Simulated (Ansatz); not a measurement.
A nudged elastic band was laid between two geometries of CH₄B₂O (8 atoms, charge 0, multiplicity 1).

Level of theory: RKS PBE/6-31G* (Ansatz).

```
movable images  : 9
climbing image  : yes
spring          : 5.0 eV/Å²
optimiser       : quadratic models (default)
start path      : IDPP
force threshold : 0.05 eV/Å
iteration limit : 60
end points      : relaxed
```

First end point:

```xyz
8
Properties=species:S:1:pos:R:3
C -0.416 0.938 -0.774
B -0.001 -0.238 0.155
B 0.327 -1.518 1.025
O 1.089 -0.341 1.052
H -0.086 1.918 -0.389
H 0.074 0.794 -1.757
H -1.500 0.966 -0.967
H 0.513 -2.519 1.655
```

Last end point:

```xyz
8
Properties=species:S:1:pos:R:3
C -0.194 1.065 -0.693
B 0.109 -0.175 0.195
B 0.553 -1.388 1.108
O -0.662 -1.342 0.411
H 0.256 1.990 -0.298
H 0.261 0.898 -1.690
H -1.276 1.219 -0.850
H 0.953 -2.266 1.817
```

**Question.** What changes between the two ends?

**Answer.** No bond is made or broken. The dihedral H5–C1–B2–O4 goes from -27 to 150°. The two ends are copies of one structure, up to a mirror image or an exchange of like atoms.

**Question.** What energy profile does the band end with?

**Answer.** The forces met the threshold. The highest image is number 5 of 0 to 10, 0.0 kcal/mol above the ends, which have the same energy within 2 meV. The top lies less than 8 meV above the higher end, about what the thresholds resolve: that end is a shoulder or a very shallow well. A vibrational analysis at the climbing image gives one clearly imaginary mode, 48i cm⁻¹: a first-order saddle point.

```tsv
image	path coordinate (Å)	energy (kcal/mol)	dihedral H5–C1–B2–O4 (°)
0	0.00	0.0	-27
1	0.29	0.0	-10
2	0.59	0.0	7
3	0.88	0.0	24
4	1.17	0.0	41
5	1.46	0.0	58
6	1.75	0.0	75
7	2.04	0.0	93
8	2.34	0.0	112
9	2.63	0.0	132
10	2.92	0.0	150
```

**Question.** What is the geometry of the highest image?

**Answer.** 
```xyz
8
Properties=species:S:1:pos:R:3
C -0.375 0.919 -0.817
B 0.096 -0.264 0.076
B 0.586 -1.530 0.889
O 0.229 -0.314 1.486
H 0.273 1.800 -0.649
H -0.377 0.687 -1.893
H -1.395 1.229 -0.524
H 0.964 -2.528 1.433
```

The run took 69 s on 1 thread of Intel(R) Xeon(R) Platinum 8488C (Sapphire Rapids), with other jobs on the host, peak memory 0.13 GiB.
